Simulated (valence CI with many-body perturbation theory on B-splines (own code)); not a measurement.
Hg XLI in brief

Level of theory: valence CI with perturbative core correlation (CI+MBPT): four valence electrons over a frozen Dirac-Fock core [Kr], a basis of 7 s, 7 p, 8 d, 6 f, 4 g, 1 h functions for each j, with the one-electron correlation potential Σ1 (screened to all orders), the two-electron term Σ2, the three-electron term Σ3, Breit, model QED; selected single and double excitations, second order for the rest, scaled by the run's own slope (own B-spline code, finite nucleus).

The last digits are not significant, and no measured levels were compared; by estimate large intervals hold to a few tenths of a per cent, small ones and those within an open d or f shell to about a per cent. Only levels of the ground parity were solved; by the run's estimate the other parity begins above the list, which can be wrong where configurations are misplaced.

Levels are named by their leading jj configuration (3d3/2^4 stands for four electrons in 3d with j = 3/2), which in mixed levels can hold well under half, so a name can repeat and another be missing.

Rates and lifetimes use the calculated energies. Strong lines usually hold to 10 to 20 %, long lifetimes can be off by a factor of two.

(1) What is the ground level?

(2) How well does LS coupling describe the low levels?

(3) Name the longest-lived excited levels whose lifetime is computed, and their main decay.

(4) What is the ionisation energy?

Answers

(1) (4d3/2^4) J=0, composition 60 % 4d4 3P + 27 % 4d4 5D + 14 % 4d4 1S.

(2) Among the lowest 20 levels the leading LS term, summed over configurations, holds 48 % on average. For single configurations the figures are 48 % in LS and 96 % in jj coupling. Terms mix most in the J = 4 level at 235460 cm⁻¹, where the leading one holds 28 %.

(3) (4d3/2^2 4d5/2^2) J=6 at 458640 cm⁻¹ lives 26.9 ms, mostly by E2 to (4d3/2^3 4d5/2) J=4. The lifetime of (4d3/2^3 4d5/2) J=4 is too uncertain to give, and may be longer.

(4) 1930 eV; NIST lists 1928 ± 4 eV (theoretical).
